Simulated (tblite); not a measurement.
Compound: C3H11NSi (charge +1 and doublet state).
Numbering: `[CH3:1][CH:2]([CH3:3])[NH+:4][SiH3:5]` (hydrogens: H6, H7, H8 on C1; H9 on C2; H10, H11, H12 on C3; H13 on N4; H14, H15, H16 on Si5)

Structure optimised with GFN2-xTB, isolated species. This method treats the open shell by occupation alone, without spin polarisation.

What internal coordinates does the optimisation give?

| bond | length (Å) | order |
| --- | --- | --- |
| C1–C2 | 1.512 | single |
| C2–C3 | 1.557 | single |
| C2–N4 | 1.409 | single |
| N4–Si5 | 1.762 | single |
| C1–H6 and 5 like bonds | 1.087 | single |
| C2–H9 | 1.104 | single |
| N4–H13 | 1.015 | single |
| Si5–H14, Si5–H16 | 1.469 | single |
| Si5–H15 | 1.456 | single |

Bonds in one row agree within 0.01 Å and their mean is given. Orders are formal, as drawn. A selection of angles:
| angle | degrees |
| --- | --- |
| C2–C1–H6 | 110.6 |
| H6–C1–H7 | 107.9 |
| C1–C2–C3 | 111.7 |
| C1–C2–N4 | 113.2 |
| C1–C2–H9 | 110.3 |
| C3–C2–N4 | 110.1 |
| C3–C2–H9 | 103.5 |
| N4–C2–H9 | 107.6 |
| C2–C3–H10 | 108.8 |
| H10–C3–H11 | 109.3 |
| C2–N4–Si5 | 129.7 |
| C2–N4–H13 | 113.0 |
| Si5–N4–H13 | 117.3 |
| N4–Si5–H14 | 102.9 |
| N4–Si5–H15 | 105.9 |
| N4–Si5–H16 | 102.0 |
| H14–Si5–H15 | 116.9 |
| H14–Si5–H16 | 110.8 |
| H15–Si5–H16 | 116.1 |

Dihedral angles: C1–C2–N4–Si5 166° (antiperiplanar). The mirror-image conformer, all signs reversed, is as good.

N4 (nitrogen bonded to C, Si and H) is planar (angles 129.7°, 117.3° and 113.0°, sum 360.0°, 0.01 Å off the plane of its three neighbours). Si5 (silicon bonded to N and 3 H) is distorted tetrahedral (angles from 102.0° to 116.9°). Of the pairs four or more bonds apart, Si5···H11 is among the closest relative to their van der Waals radii: 3.10 Å, 94 % of the sum of Bondi's values. The C–C distances run from 1.512 Å (C1–C2, drawn single) to 1.557 Å (C2–C3, drawn single), a spread of 0.045 Å.

Point group: C1 (no symmetry element, even within 0.4 Å). Its GFN2-xTB frequencies are all real (lowest 20 cm⁻¹).

All values are computed, not measured.
